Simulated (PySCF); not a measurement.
# Pr²⁺: excitation energy

Pr²⁺ [Xe] 4f3 (high-spin determinant) → Pr²⁺ [Xe] 4f2 6s1 (high-spin determinant), as a difference of total energies. All numbers are calculated (PySCF 2.14, the spin-free X2C one-electron Hamiltonian (Gaussian nucleus), in cc-pVDZ-X2C (8s7p5d3f1g, 84 functions)). Correlated levels: valence: [Kr] 4d10 frozen; valence and next inner shell: [Ar] 3d10 frozen. The calculations carry no spin-orbit coupling.

```json
{"method": "UHF", "excitation energy (eV)": "2.423"}
{"method": "LDA", "excitation energy (eV)": "4.597"}
{"method": "PBE", "excitation energy (eV)": "4.606"}
{"method": "PBE0", "excitation energy (eV)": "4.282"}
{"method": "r2SCAN", "excitation energy (eV)": "4.988"}
{"method": "MP2 (valence)", "excitation energy (eV)": "2.938"}
{"method": "SCS-MP2 (valence)", "excitation energy (eV)": "2.773"}
{"method": "MP2 (valence and next inner shell)", "excitation energy (eV)": "2.684"}
{"method": "SCS-MP2 (valence and next inner shell)", "excitation energy (eV)": "2.549"}
```

**Question.** How much does correlation contribute at MP2 (valence and next inner shell)?

**Answer.** 2.684 − (2.423) = 0.261 eV, measured against UHF.

A first-order spin-orbit estimate (lowest level to lowest level, LS coupling) adds 0.014 eV.

The basis was made for the ground configuration and has no added diffuse functions, so the excitation energy can come out too high.

The determinant of the upper state and of the lower state mixes LS terms, which raises its energy above the lowest term, most at the Hartree-Fock and MP2 levels.
